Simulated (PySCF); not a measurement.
SMILES C=C1CC[n+]2nscc21, [C6H7N2S]+, charge +1

Geometry:
```csv
atom,x (Å),y (Å),z (Å)
C1,-1.229,1.881,-0.303
C2,-0.670,0.686,-0.142
C3,-1.369,-0.659,-0.128
C4,-0.270,-1.707,0.124
N5,0.934,-0.920,0.193
N6,2.136,-1.328,0.373
S7,3.168,-0.103,0.389
C8,1.943,1.067,0.141
C9,0.738,0.414,0.053
H10,-0.649,2.787,-0.298
H11,-2.290,1.983,-0.443
H12,-1.872,-0.831,-1.080
H13,-2.132,-0.683,0.650
H14,-0.184,-2.444,-0.677
H15,-0.404,-2.252,1.063
H16,2.144,2.117,0.073
```

Total charge +1.

Computed with GIAO KT2/pcSseg-1 magnetisability, rotational g tensor and spin-rotation constants, non-relativistic, gas phase in PySCF 2.14.0. Geometry: GFN2-xTB.

For an ion the centre-of-mass motion in the field is neglected.

Question: Give the nuclear spin-rotation constants along the inertial axes (H = +C I·J) beside the isotropic shieldings.

Answer: Rotational constants 3.0329, 1.2300, 0.8847 GHz. A star marks the isotopologue with that one atom substituted, in its own axes.
```tsv
atom	isotope	Caa (kHz)	Cbb (kHz)	Ccc (kHz)	mean (kHz)	σ (ppm)
N5	14N	0.544	0.232	0.095	0.290	-38.7
N6	14N	0.944	0.256	0.044	0.415	-109.2
H10	1H	-0.225	0.070	-0.117	-0.090	24.7
H11	1H	0.289	-0.144	-0.116	0.009	25.0
H12	1H	-0.181	-0.141	-0.020	-0.114	27.3
H13	1H	-0.158	-0.140	-0.028	-0.109	27.4
H14	1H	-0.365	-0.054	-0.022	-0.147	26.5
H15	1H	-0.366	-0.063	-0.015	-0.148	26.5
H16	1H	-0.335	0.129	-0.119	-0.108	23.0
C1	13C*	1.249	0.467	0.107	0.608	58.0
C2	13C*	1.248	0.421	0.139	0.603	59.6
C3	13C*	0.515	0.164	0.186	0.288	146.4
C4	13C*	0.522	0.240	0.188	0.317	131.2
S7	33S*	1.715	0.554	0.361	0.877	26.6
C8	13C*	1.133	0.541	0.121	0.598	50.2
C9	13C*	1.263	0.507	0.196	0.655	29.1
```
For the geometry as given, no vibrational averaging.
